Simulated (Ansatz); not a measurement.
Mulliken charges of C2H3I (`C=CI`) from ωB97M-V/def2-TZVPP in Ansatz (PBE0-D4/def2-TZVP geometry).

```
atom   x (Å)   y (Å)   z (Å)  charge (e)
  C1  -0.623   0.069  -0.457      -0.201
  C2   0.373   0.151   0.404      -0.172
  I3   1.845  -1.302   0.609       0.027
  H4  -0.749  -0.771  -1.130       0.113
  H5  -1.356   0.868  -0.507       0.116
  H6   0.510   0.985   1.081       0.117
```

Q: By hand: the dipole of these point charges (1 e Å = 4.8032 D).

A: Σ q r = (-0.071, 0.054, -0.021) e Å, of length 0.092 e Å = 0.44 D.

Q: How does the dipole of the full density compare? (Best estimate.)

A: Computed: (-0.204, 0.171, -0.049) e Å, 1.30 D; the point charges give 0.34 times that, at 4° from its direction.

Point charges leave out the atoms' own dipoles, such as those of lone pairs, and Mulliken's split depends on the basis, so the two needn't agree.
